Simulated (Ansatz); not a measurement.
BH4OSbTe, relaxed with RKS PBE0-D4/def2-TZVP in the Gaussian-basis code of Ansatz from a PBE-D4/def2-SVP geometry. The force threshold is 0.005 eV/Å; the program also tests the step.

Charge 0, multiplicity 1. Sb, Te: def2 effective core potential. The bonds changed during the relaxation, so this is another structure than the one it started from.

Start:

```xyz
8

B    -0.604   -0.959    0.395
Sb    1.215   -0.163   -0.668
O     0.207    0.715   -2.190
Te   -0.315    1.136    1.440
H    -0.409   -1.848    1.201
H    -1.642   -0.877   -0.235
H     0.805    1.378   -2.590
H     0.743    0.618    2.645
```

(1) By how much does the energy fall, and how many steps does the optimiser take? (Estimate.)

(2) Which bonds change most? (Best estimate.)

(3) Give the relaxed structure. (Best estimate.)

Results:

(1) Computed: 1.62 kcal/mol, in 9 steps, 4 of them rejected.

(2) Computed: Sb2–Te4 from 2.910 to 2.846 Å; Sb2–O3 from 2.026 to 1.971 Å; B1–Sb2 from 2.252 to 2.226 Å; Te4–H8 from 1.685 to 1.660 Å.

(3) The calculation gave: 
```xyz
8

B    -0.609   -0.969    0.384
Sb    1.192   -0.170   -0.652
O     0.232    0.713   -2.129
Te   -0.305    1.123    1.395
H    -0.416   -1.826    1.193
H    -1.632   -0.885   -0.228
H     0.785    1.383   -2.540
H     0.751    0.631    2.578
```
